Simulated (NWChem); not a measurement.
All runs are NWChem calculations. System: C$_{2}$H$_{3}$F$_{2}$, charge 0, spin multiplicity 2, at a geometry optimised with UPBE/def2-SVP. The structure started from a generated list of species. Its SCF solution wasn't tested for a lower state. Level: UHF/def2-TZVP.

Input file:

```
start mol
memory heap 200 mb stack 900 mb global 1100 mb
geometry units angstroms nocenter noautoz
  C     -1.388657    -0.079632     0.000000
  C      0.085529    -0.294823     0.000000
  F      0.729639     0.128367     1.101007
  F      0.729639     0.128367    -1.101007
  H     -1.633365     1.009480     0.000000
  H     -1.840686    -0.536678     0.900310
  H     -1.840686    -0.536678    -0.900310
  symmetry group Cs
end
basis spherical
  * library def2-tzvp
end
scf
  uhf
  nopen 1
  maxiter 100
  thresh 1e-7
  semidirect memsize 60000000 filesize 0
  # guess.movecs holds the orbitals of an unrestricted PBE0 run
  vectors input guess.movecs output mol.movecs
end
task scf energy
```

NWChem printed:

```
             Northwest Computational Chemistry Package (NWChem) 7.3.0
             --------------------------------------------------------

                                NWChem Input Module
                                -------------------

 Scaling coordinates for geometry "geometry" by  1.889725989
 (inverse scale =  0.529177249)

 Turning off AUTOSYM since
 SYMMETRY directive was detected!

                             Geometry "geometry" -> ""
                             -------------------------

 Output coordinates in angstroms (scale by  1.889725989 to convert to a.u.)

  No.       Tag          Charge          X              Y              Z
 ---- ---------------- ---------- -------------- -------------- --------------
    1 C                    6.0000    -1.38865700    -0.07963200     0.00000000
    2 C                    6.0000     0.08552900    -0.29482300     0.00000000
    3 F                    9.0000     0.72963900     0.12836700     1.10100700
    4 F                    9.0000     0.72963900     0.12836700    -1.10100700
    5 H                    1.0000    -1.63336500     1.00948000     0.00000000
    6 H                    1.0000    -1.84068600    -0.53667800     0.90031000
    7 H                    1.0000    -1.84068600    -0.53667800    -0.90031000

 Effective nuclear repulsion energy (a.u.)     122.4353710203

            Nuclear Dipole moment (a.u.)
            ----------------------------
        X                 Y               Z
 ---------------- ---------------- ----------------
    -0.0000056692     0.0000000000     0.0000000000

      Symmetry information
      --------------------

 Group name             Cs
 Group number              2
 Group order               2
 No. of unique centers     5

      Symmetry unique atoms

     1    2    3    5    6


 Summary of "ao basis" -> "" (spherical)
 ------------------------------------------------------------------------------
       Tag                 Description            Shells   Functions and Types
 ---------------- ------------------------------  ------  ---------------------
 *                         def2-tzvp                  on all atoms

 Summary of "ao basis" -> "ao basis" (spherical)
 ------------------------------------------------------------------------------
       Tag                 Description            Shells   Functions and Types
 ---------------- ------------------------------  ------  ---------------------
 C                         def2-tzvp                11       31   5s3p2d1f
 F                         def2-tzvp                11       31   5s3p2d1f
 H                         def2-tzvp                 4        6   3s1p

                                 NWChem SCF Module
                                 -----------------

  ao basis        = "ao basis"
  functions       =   142
  atoms           =     7
  alpha electrons =    17
  beta  electrons =    16
  charge          =   0.00
  wavefunction    = UHF
  use symmetry    = T
  symmetry adapt  = T

 Summary of "ao basis" -> "ao basis" (spherical)
 ------------------------------------------------------------------------------
       Tag                 Description            Shells   Functions and Types
 ---------------- ------------------------------  ------  ---------------------
 C                         def2-tzvp                11       31   5s3p2d1f
 F                         def2-tzvp                11       31   5s3p2d1f
 H                         def2-tzvp                 4        6   3s1p

      Symmetry analysis of basis
      --------------------------

        a'         84
        a"         58

 Forming initial guess at       0.1s

   Symmetry analysis of molecular orbitals - initial alpha
   -------------------------------------------------------

  Numbering of irreducible representations:

     1 a'          2 a"

  Orbital symmetries:

     1 a"          2 a'          3 a'          4 a'          5 a'
     6 a"          7 a'          8 a'          9 a"         10 a'
    11 a'         12 a"         13 a"         14 a'         15 a"
    16 a'         17 a'         18 a'         19 a"         20 a'
    21 a'         22 a"         23 a'         24 a'         25 a"
    26 a'         27 a'

   Symmetry analysis of molecular orbitals - initial beta
   ------------------------------------------------------

  Numbering of irreducible representations:

     1 a'          2 a"

  Orbital symmetries:

     1 a"          2 a'          3 a'          4 a'          5 a'
     6 a"          7 a'          8 a'          9 a"         10 a'
    11 a'         12 a"         13 a"         14 a'         15 a"
    16 a'         17 a'         18 a'         19 a"         20 a'
    21 a'         22 a"         23 a'         24 a'         25 a"
    26 a'         27 a'

 Starting SCF solution at       0.1s

 ----------------------------------------------
         Quadratically convergent UHF

 Convergence threshold     :          1.000E-07
 Maximum no. of iterations :          100
 Integral*density screening:          1.000E-09
 ----------------------------------------------

              iter       energy          gnorm     gmax       time
             ----- ------------------- --------- --------- --------
                 1     -276.4069072255  6.75D-01  1.23D-01      1.8
                 2     -276.4311241641  1.24D-01  1.65D-02      2.0
                 3     -276.4333719588  6.33D-03  1.07D-03      3.0
                 4     -276.4333847433  3.01D-05  4.50D-06      5.3
                 5     -276.4333847436  5.65D-09  8.76D-10      7.7

       Final UHF  results
[...]
              MO Center= -9.3D-01, -4.9D-02,  3.2D-14, r^2= 2.2D+00
   Bfn.  Coefficient  Atom+Function         Bfn.  Coefficient  Atom+Function
  ----- ------------  ---------------      ----- ------------  ---------------
     7      0.198262  1 C  py                 6      0.196597  1 C  px
    10      0.176550  1 C  py                 9      0.174657  1 C  px
    68      0.170783  3 F  px                99      0.170783  4 F  px
    37     -0.150921  2 C  px

 Vector   17  Occ=1.000000D+00  E=-4.066305D-01  Symmetry=a'
              MO Center= -1.4D-02, -3.1D-01,  8.9D-16, r^2= 1.8D+00
   Bfn.  Coefficient  Atom+Function         Bfn.  Coefficient  Atom+Function
  ----- ------------  ---------------      ----- ------------  ---------------
    38      0.387070  2 C  py                41      0.386811  2 C  py
    36     -0.336595  2 C  s                  5      0.202651  1 C  s
    35     -0.198629  2 C  s                 69     -0.179792  3 F  py
   100     -0.179792  4 F  py                72     -0.156246  3 F  py
   103     -0.156246  4 F  py                44      0.152533  2 C  py

 Vector   18  Occ=0.000000D+00  E= 1.420336D-01  Symmetry=a'
              MO Center= -1.9D+00, -6.7D-02, -7.3D-17, r^2= 5.9D+00
   Bfn.  Coefficient  Atom+Function         Bfn.  Coefficient  Atom+Function
  ----- ------------  ---------------      ----- ------------  ---------------
     5      6.920509  1 C  s                 36     -2.407665  2 C  s
   133     -2.202437  6 H  s                139     -2.202437  7 H  s
   127     -2.119815  5 H  s                 43      0.716933  2 C  px
     4     -0.649147  1 C  s                  3      0.289894  1 C  s
    67      0.259996  3 F  s                 98      0.259996  4 F  s

 Vector   19  Occ=0.000000D+00  E= 2.076475D-01  Symmetry=a"
              MO Center= -2.0D+00, -8.5D-01,  2.3D-14, r^2= 4.8D+00
   Bfn.  Coefficient  Atom+Function         Bfn.  Coefficient  Atom+Function
  ----- ------------  ---------------      ----- ------------  ---------------
   133      2.664765  6 H  s                139     -2.664765  7 H  s
    14     -1.984056  1 C  pz                45      0.455352  2 C  pz
   132     -0.379759  6 H  s                138      0.379759  7 H  s
     8     -0.202079  1 C  pz

 Vector   20  Occ=0.000000D+00  E= 2.088133D-01  Symmetry=a'
              MO Center= -1.5D+00,  7.5D-01,  7.1D-15, r^2= 5.4D+00
   Bfn.  Coefficient  Atom+Function         Bfn.  Coefficient  Atom+Function
  ----- ------------  ---------------      ----- ------------  ---------------
   127      3.012651  5 H  s                 13     -1.763043  1 C  py
   133     -1.262524  6 H  s                139     -1.262524  7 H  s
     5     -1.111647  1 C  s                 12     -0.616785  1 C  px
    43     -0.518037  2 C  px                44      0.462084  2 C  py
   126     -0.388269  5 H  s                 36      0.241820  2 C  s

                     UHF Final Beta Molecular Orbital Analysis
                     -----------------------------------------

 Vector   14  Occ=1.000000D+00  E=-5.863826D-01  Symmetry=a'
              MO Center= -8.9D-01,  1.9D-01,  5.3D-15, r^2= 1.9D+00
   Bfn.  Coefficient  Atom+Function         Bfn.  Coefficient  Atom+Function
  ----- ------------  ---------------      ----- ------------  ---------------
     7      0.233755  1 C  py                10      0.206788  1 C  py
   126      0.204552  5 H  s                 37      0.163709  2 C  px
     6     -0.159010  1 C  px

 Vector   15  Occ=1.000000D+00  E=-5.749707D-01  Symmetry=a"
              MO Center= -1.4D+00, -2.7D-01,  5.9D-15, r^2= 1.7D+00
   Bfn.  Coefficient  Atom+Function         Bfn.  Coefficient  Atom+Function
  ----- ------------  ---------------      ----- ------------  ---------------
     8      0.301294  1 C  pz                11      0.264026  1 C  pz
   132      0.210115  6 H  s                138     -0.210115  7 H  s

 Vector   16  Occ=1.000000D+00  E=-5.658565D-01  Symmetry=a'
              MO Center= -9.5D-01, -5.9D-02, -9.4D-15, r^2= 2.2D+00
   Bfn.  Coefficient  Atom+Function         Bfn.  Coefficient  Atom+Function
  ----- ------------  ---------------      ----- ------------  ---------------
     6      0.207053  1 C  px                 7      0.196985  1 C  py
     9      0.188776  1 C  px                10      0.176327  1 C  py
    68      0.165688  3 F  px                99      0.165688  4 F  px

 Vector   17  Occ=0.000000D+00  E= 1.122838D-01  Symmetry=a'
              MO Center= -5.6D-01, -3.6D-01,  3.0D-17, r^2= 4.6D+00
   Bfn.  Coefficient  Atom+Function         Bfn.  Coefficient  Atom+Function
  ----- ------------  ---------------      ----- ------------  ---------------
     5      3.672575  1 C  s                 36     -1.907874  2 C  s
   127     -1.648223  5 H  s                133     -0.862668  6 H  s
   139     -0.862668  7 H  s                 43      0.292148  2 C  px
    67      0.282143  3 F  s                 98      0.282143  4 F  s
     4     -0.278739  1 C  s                 44      0.274425  2 C  py

 Vector   18  Occ=0.000000D+00  E= 1.576171D-01  Symmetry=a'
              MO Center= -1.5D+00, -4.8D-01, -4.6D-14, r^2= 5.5D+00
   Bfn.  Coefficient  Atom+Function         Bfn.  Coefficient  Atom+Function
  ----- ------------  ---------------      ----- ------------  ---------------
     5      5.984028  1 C  s                133     -2.242904  6 H  s
   139     -2.242904  7 H  s                 36     -1.580772  2 C  s
   127     -1.172869  5 H  s                 43      0.735219  2 C  px
     4     -0.589444  1 C  s                 44     -0.498165  2 C  py
    13     -0.317553  1 C  py               132      0.224932  6 H  s

 Vector   19  Occ=0.000000D+00  E= 2.078552D-01  Symmetry=a"
              MO Center= -2.0D+00, -8.5D-01,  1.5D-13, r^2= 4.8D+00
   Bfn.  Coefficient  Atom+Function         Bfn.  Coefficient  Atom+Function
  ----- ------------  ---------------      ----- ------------  ---------------
   133      2.665501  6 H  s                139     -2.665501  7 H  s
    14     -1.977904  1 C  pz                45      0.442747  2 C  pz
   132     -0.380657  6 H  s                138      0.380657  7 H  s
     8     -0.202537  1 C  pz

 center of mass
 --------------
 x =   0.19560082 y =   0.00929163 z =   0.00000000

 moments of inertia (a.u.)
 ------------------
         182.286438468626         -17.425207611395           0.000000000000
         -17.425207611395         357.007290745758           0.000000000000
           0.000000000000           0.000000000000         198.656003394874

  Mulliken analysis of the total density
  --------------------------------------

    Atom       Charge   Shell Charges
 -----------   ------   -------------------------------------------------------
    1 C    6     6.28   0.85  1.12  0.47  0.69  0.04  1.25  1.42  0.37  0.02  0.05  0.00
    2 C    6     5.58   0.85  1.12  0.51  0.57  0.12  1.09  0.99  0.08  0.05  0.17  0.03
    3 F    9     9.26   0.77  1.20  0.60  1.01  0.34  2.24  2.27  0.82  0.00  0.02  0.00
    4 F    9     9.26   0.77  1.20  0.60  1.01  0.34  2.24  2.27  0.82  0.00  0.02  0.00
    5 H    1     0.88   0.26  0.48  0.12  0.02
    6 H    1     0.87   0.26  0.49  0.10  0.02
    7 H    1     0.87   0.26  0.49  0.10  0.02

  Mulliken analysis of the alpha density
  --------------------------------------

    Atom       Charge   Shell Charges
 -----------   ------   -------------------------------------------------------
    1 C    6     3.10   0.43  0.56  0.24  0.34  0.01  0.62  0.69  0.17  0.01  0.03  0.00
    2 C    6     3.28   0.43  0.56  0.29  0.33  0.09  0.72  0.67  0.06  0.03  0.09  0.01
    3 F    9     4.64   0.39  0.60  0.30  0.51  0.17  1.14  1.14  0.39  0.00  0.01  0.00
    4 F    9     4.64   0.39  0.60  0.30  0.51  0.17  1.14  1.14  0.39  0.00  0.01  0.00
    5 H    1     0.47   0.13  0.26  0.07  0.01
    6 H    1     0.44   0.13  0.24  0.05  0.01
    7 H    1     0.44   0.13  0.24  0.05  0.01

   Mulliken analysis of the beta density
   -------------------------------------

    Atom       Charge   Shell Charges
 -----------   ------   -------------------------------------------------------
    1 C    6     3.18   0.43  0.56  0.23  0.35  0.03  0.63  0.72  0.20  0.01  0.02  0.00
    2 C    6     2.30   0.43  0.56  0.22  0.24  0.02  0.36  0.32  0.02  0.03  0.08  0.01
    3 F    9     4.62   0.39  0.60  0.30  0.51  0.17  1.10  1.13  0.42  0.00  0.01  0.00
    4 F    9     4.62   0.39  0.60  0.30  0.51  0.17  1.10  1.13  0.42  0.00  0.01  0.00
    5 H    1     0.41   0.12  0.23  0.05  0.01
    6 H    1     0.43   0.13  0.24  0.05  0.01
    7 H    1     0.43   0.13  0.24  0.05  0.01

   Mulliken analysis of the spin density
   -------------------------------------

    Atom       Charge   Shell Charges
 -----------   ------   -------------------------------------------------------
    1 C    6    -0.08   0.00 -0.00  0.00 -0.01 -0.02 -0.01 -0.03 -0.02  0.00  0.01  0.00
    2 C    6     0.98   0.00 -0.00  0.07  0.09  0.07  0.36  0.34  0.04 -0.00  0.00 -0.00
    3 F    9     0.02   0.00 -0.00  0.00  0.00 -0.01  0.04  0.01 -0.03  0.00  0.00  0.00
    4 F    9     0.02   0.00 -0.00  0.00  0.00 -0.01  0.04  0.01 -0.03  0.00  0.00  0.00
    5 H    1     0.07   0.01  0.03  0.02 -0.00
    6 H    1     0.00   0.00  0.00 -0.00 -0.00
    7 H    1     0.00   0.00  0.00 -0.00 -0.00

       Multipole analysis of the density wrt the origin
       ------------------------------------------------

     L   x y z        total         alpha         beta         nuclear
     -   - - -        -----         -----         ----         -------
     0   0 0 0      0.000000    -17.000000    -16.000000     33.000000

     1   1 0 0     -0.888851     -0.560857     -0.327989     -0.000006
     1   0 1 0     -0.140080      0.445136     -0.585216      0.000000
     1   0 0 1      0.000000     -0.000000      0.000000      0.000000

     2   2 0 0    -16.020339    -63.326625    -62.114506    109.420793
     2   1 1 0     -0.088225     -4.164994     -4.940040      9.016809
     2   1 0 1     -0.000000      0.000000     -0.000000      0.000000
     2   0 2 0    -16.353379    -13.979778    -11.127254      8.753654
     2   0 1 1      0.000000     -0.000000      0.000000      0.000000
     2   0 0 2    -18.100238    -51.358438    -50.451160     83.709360

 Task  times  cpu:        7.7s     wall:        7.7s

 Total times  cpu:        7.8s     wall:        7.8s
```
